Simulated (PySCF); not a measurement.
Geometries of 2 isomers of C4H7FGe, from PBE0-D3(BJ)/def2-SVP geometry optimisation, gas phase in PySCF. One conformer each, no zero-point energy, no frequencies.

**Question.** Which isomer lies lower at this level?
A.
```xyz
13
angstrom
F     -1.957   -1.025    0.671
C     -0.811   -0.432    0.320
C      0.368   -1.048    0.479
C      1.626   -0.344    0.062
Ge     0.958    1.424   -0.513
C     -0.937    0.936   -0.262
H      0.394   -2.056    0.905
H      2.350   -0.259    0.888
H      2.143   -0.873   -0.756
H      1.393    2.564    0.426
H      1.303    1.796   -1.966
H     -1.500    0.911   -1.210
H     -1.477    1.613    0.419
```
B.
```xyz
13
angstrom
F     -1.787   -0.343   -1.745
C     -1.320   -0.284   -0.441
C     -0.840    1.097   -0.116
C      0.407    1.291    0.340
C      1.347    0.135    0.538
Ge     0.308   -1.390   -0.155
H     -2.157   -0.580    0.216
H     -1.529    1.936   -0.270
H      0.753    2.304    0.575
H      1.588   -0.008    1.605
H      2.306    0.298    0.020
H      0.843   -1.957   -1.478
H      0.123   -2.518    0.876
```

**Answer.** A. That is `FC1=C[CH2][GeH2][CH2]1`, 9.6 kcal/mol below the other.

| SMILES | atoms numbered as above | E (Eh) | relative (kcal/mol) | relative (kJ/mol) | dipole (D) |
| --- | --- | --- | --- | --- | --- |
| FC1=C[CH2][GeH2][CH2]1 | [F:1][C:2]1=[CH:3][CH2:4][GeH2:5][CH2:6]1 | -2332.47640 | 0.0 | 0.0 | 1.34 |
| F[C@@H]1C=C[CH2][GeH2]1 | [F:1][C@@H:2]1[CH:3]=[CH:4][CH2:5][GeH2:6]1 | -2332.46112 | 9.6 | 40.1 | 2.05 |
